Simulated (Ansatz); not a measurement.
Ligand exchange: CHBr2F + SiH2(CH3)F → CHBrF2 + SiH2(CH3)Br

Species: CHBr2F (dibromofluoromethane) `FC(Br)Br`, singlet; SiH2(CH3)F, singlet; CHBrF2 (bromodifluoromethane) `FC(F)Br`, singlet; SiH2(CH3)Br, singlet. The partners trade Br for F: C–Br and Si–F bonds give way to C–F and Si–Br.

Shapes, held fixed at every level: PBE0-D4/def2-TZVP. Programs: Ansatz 0.2.0. The zero-point and thermal change to 298 K, harmonic and unscaled (PBE0-D4/def2-TZVP), is +2.0 kJ/mol.

```tsv
level	kind	ΔH(298 K) (kJ/mol)	less CCSD(T)/def2-TZVPP
HF/def2-SVP	Hartree–Fock	-15.4	-41.9
B3LYP-D4/def2-TZVPP	global hybrid	+25.3	-1.2
wB97M-V/def2-TZVPP	range-separated hybrid	+19.6	-6.9
wB97X-V/def2-TZVPP	range-separated hybrid	+18.1	-8.4
MP2/def2-SVP	perturbation theory	+2.4	-24.1
MP2/def2-TZVPP	perturbation theory	+32.3	+5.8
CCSD(T)/def2-TZVPP	coupled cluster or CI	+26.5	0.0
```

The highest level, CCSD(T)/def2-TZVPP, gives ΔH(298 K) = +26.5 kJ/mol; the levels span -15.4 to +32.3. They disagree on the sign: 6 of 7 are positive. The column of differences is taken from that level and isn't an error. No measured value is set beside it here. Relativity is left out for Br. Outer-core shells of Br are correlated, in sets that cover them unevenly.
